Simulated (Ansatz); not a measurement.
`BCBF` + `C=N` → `C=NBF` + `BC` at 500 K and 1 bar (ligand exchange at a B–C bond).

Gas-phase electronic energies from Ansatz, PBE0-D4/def2-TZVP geometries. CCSD(T)/CBS adds triple-zeta CCSD(T) − MP2 to the extrapolated MP2 energy (def2 sets, frozen cores). This one scheme is used for every species. Each species was taken in one conformer, which may not be the lowest.

```tsv
species	CCSD(T)/CBS energy (Eh)	H − E (kJ/mol)	S (J/(mol·K))
`BCBF`	-190.47993	201.6	355.7
`C=N`	-94.52360	124.2	249.5
`C=NBF`	-219.19469	151.8	332.2
`BC`	-65.83255	172.2	281.8
```

H − E and S are ideal-gas, rigid-rotor, harmonic terms from PBE0-D4/def2-TZVP, for one conformer and one mirror image of each species. 1 Eh = 2625.50 kJ/mol, R = 8.31446 J/(mol·K).

Task: By hand: ΔE, ΔH, ΔS and ΔG.

Result: ΔE = (-219.19469) + (-65.83255) − (-190.47993) − (-94.52360) = -0.02371 Eh = -62.3 kJ/mol. Δ(H − E) = 151.8 + 172.2 − 201.6 − 124.2 = -1.8, so ΔH = -64.1 kJ/mol. ΔS = 332.2 + 281.8 − 355.7 − 249.5 = 8.8 J/(mol·K). ΔG = -64.1 − 500 × (8.8)/1000 = -68.5 kJ/mol.

Task: By hand: the equilibrium constant, and the temperature at which ΔG would vanish if ΔH and ΔS stayed fixed.

Result: log₁₀ K = −ΔG/(RT ln 10) = 7.2. ΔH and −TΔS have one sign here, so there is no such temperature.

The number of gas molecules stays the same, so ΔS is small and ΔH decides. A doubt of 5 kJ/mol in ΔE shifts log₁₀ K by 0.5 here. Other conformers and mirror images would add mixing entropy, several J/(mol·K) or more a flexible species. These are equilibria of isolated gas molecules and say nothing of rates. Largest T1 diagnostic: 0.014 (customary marks: 0.02 for closed shells, 0.045 for open ones).

ΔS is within the doubt of such terms, so its sign, and with it that verdict, could turn.
